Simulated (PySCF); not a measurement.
## Electron correlation in N(2+) (nitrogen, charge +2)

[He] 2s2 2p1, 2P determinant. Computed with PySCF 2.14 in x2c-SVPall (3s2p1d, 14 functions), with scalar relativity by spin-free X2C-1e. Frozen: 1s2; 3 electrons correlated.

MP2 pair energies summed by pair of shells (mhartree):

```
 pair  energy  share (%)
2s-2s  -29.91       64.0
2s-2p  -16.81       36.0
```

Total MP2 correlation energy: -46.72 mhartree.

Same-spin part -2.35 and opposite-spin part -44.37 mhartree; SCS-MP2 scales them by 1/3 and 6/5 to -54.03 mhartree.

```json
{"level": "CCSD", "correlation energy (mhartree)": "-75.67"}
{"level": "(T)", "correlation energy (mhartree)": "-0.63"}
{"level": "CCSD(T)", "correlation energy (mhartree)": "-76.30"}
```

Diagnostics: T1 = 0.0065, D1 = 0.0117, largest double amplitude 0.143.

Cost of the coupled-cluster step: 0.09 s of wall time on 1 thread of Neoverse-V1 (shared host), for 3 correlated electrons.
